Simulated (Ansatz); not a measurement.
## Worked example: C3H6S + C2H8GeSi → C3H8SSi + C2H6Ge

Gas-phase species: C3H6S (allyl mercaptan) `C=CCS`, singlet; C2H8GeSi `[SiH3]/C=[CH]/[GeH3]`, singlet; C3H8SSi `C=CCS[SiH3]`, singlet; C2H6Ge `C=[CH][GeH3]`, singlet. The partners trade H for SiH3: S–H and C–SiH3 bonds give way to S–SiH3 and C–H.

Shapes, held fixed at every level: PBE0-D4/def2-TZVP. Flexible molecules stand in one conformer, not always the lowest. Programs: Ansatz 0.2.0. The zero-point and thermal change to 298 K, harmonic and unscaled (PBE0-D4/def2-TZVP), is +6.4 kJ/mol.

At CCSD(T)/def2-TZVPP; 1 Eh = 2625.50 kJ/mol:

| species | energy (Eh) |
| --- | --- |
| C3H6S | -515.414041 |
| C2H8GeSi | -2445.496020 |
| C3H8SSi | -805.690695 |
| C2H6Ge | -2155.241538 |

Problem. Work out ΔH(298 K) of the reaction at this level.

Solution. 
1. Products less reactants: (-805.690695) + (-2155.241538) − [(-515.414041) + (-2445.496020)] = -0.022172 Eh = -58.2 kJ/mol.
2. With the thermal change: -58.2 + (+6.4) = -51.8 kJ/mol.

Other levels give -57.5 (r2SCAN0-D4/def2-TZVPP) to -48.6 kJ/mol (CCSD/def2-SVP). No measured value is set beside it here. Relativity is left out for Ge. Outer-core shells of Ge are correlated, in sets that cover them unevenly.
